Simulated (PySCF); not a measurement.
A structure optimised at B3LYP-D3(BJ)/def2-SVP, used in a PySCF frequency run:

```
C
H 1 1.1023
H 1 1.1047 2 106.54
C 1 1.5416 2 111.29 3 118.72
H 4 1.1022 1 111.33 2 -63.20
H 4 1.1048 5 106.43 1 -118.35
C 1 1.5468 2 112.11 3 -119.53
H 7 1.1008 1 113.25 2 74.35
H 7 1.1050 8 107.06 1 121.71
C 4 1.5485 5 111.90 6 -119.36
H 10 1.1005 4 112.89 5 77.61
H 10 1.1046 11 106.92 4 121.75
Si 7 1.8856 8 114.33 9 120.77
F 13 1.6388 7 111.41 8 24.55
H 13 1.4882 14 105.89 12 -130.77
```

### Question
Write its SMILES and formula.

### Answer
F[SiH]1CCCC1, C₄H₉FSi

### Question
What are its rotational constants (standard atomic weights)?

### Answer
4.6161, 2.3238, 1.8758 GHz
